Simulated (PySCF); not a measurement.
C₂H₇OSi, SMILES C[Si](C)O (connectivity only; charge and spin as stated), charge +1, multiplicity 1.

The structure is a stationary point at B3LYP-D3(BJ)/def2-SVP. The multiplicity is an assumed one; no other spin state was optimised. The isomer is the one that the SMILES or the coordinates give; other isomers of the formula were not compared. One conformer was computed; it need not be the lowest.

Computed with PySCF with PBE/def2-TZVP.

Gas-phase values at a fixed geometry.

```
Property                                                           Value
------------------------------------------------  ----------------------
total energy                                          -444.66110 hartree
highest occupied level                                         -13.47 eV
lowest empty level                                              -7.87 eV
orbital gap                                                      5.61 eV
dipole moment about the centre of nuclear charge                  1.45 D
mean static polarisability                          48.1 bohr³ (7.12 Å³)
polarisability, principal values                  37.5, 50.5, 56.2 bohr³
```
